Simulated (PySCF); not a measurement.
Species: C3H8BF.
Bonds: B1–C2, C2–C3, C3–C4, C4–F5. Hydrogens: H6, H7 on B1; H8, H9 on C2; H10, H11 on C3; H12, H13 on C4.

Computed, not measured: PBE0-D3(BJ)/def2-SVP geometry optimisation, gas phase (PySCF 2.14.0).

(1) List the bond lengths, angles and torsions at this level.

Results:

(1) 
```csv
bond,length (pm)
B1–C2,155.6
C2–C3,152.5
C3–C4,151.0
C4–F5,137.7
"B1–H6, B1–H7",121.2
"C2–H8, C2–H9",110.9
"C3–H10, C3–H11",110.3
"C4–H12, C4–H13",110.4
```

Bonds in one row agree within 1 pm and their mean is given. A selection of angles:
```csv
angle,degrees
C2–B1–H6,119.5
C2–B1–H7,122.3
H6–B1–H7,118.1
B1–C2–C3,118.8
B1–C2–H8,108.8
B1–C2–H9,104.0
C3–C2–H8,110.3
C3–C2–H9,111.0
H8–C2–H9,102.7
C2–C3–C4,112.5
C2–C3–H10,110.5
C4–C3–H10,107.8
H10–C3–H11,106.5
C3–C4–F5,110.2
C3–C4–H12,111.3
F5–C4–H12,108.2
H12–C4–H13,108.2
```

Dihedral angles: B1–C2–C3–C4 -69° (synclinal); C2–C3–C4–F5 -59° (synclinal). The mirror-image conformer, all signs reversed, is as good.

B1 (three-coordinate boron) is planar (angles 122.3°, 119.5° and 118.1°, sum 360.0°, 0.01 Å off the plane of its three neighbours). Of the pairs four or more bonds apart, F5···H8 is among the closest relative to their van der Waals radii: 2.57 Å, 96 % of the sum of Bondi's values.

Point group: C1 (no symmetry element, even within 0.4 Å). No PBE0-D3(BJ)/def2-SVP frequencies stand behind this structure, so it isn't proved a minimum. The numbers are those of one conformer (H–B1–C2–C3 176° and -6°, B1–C2–C3–C4 -69°, C2–C3–C4–F5 -59°).
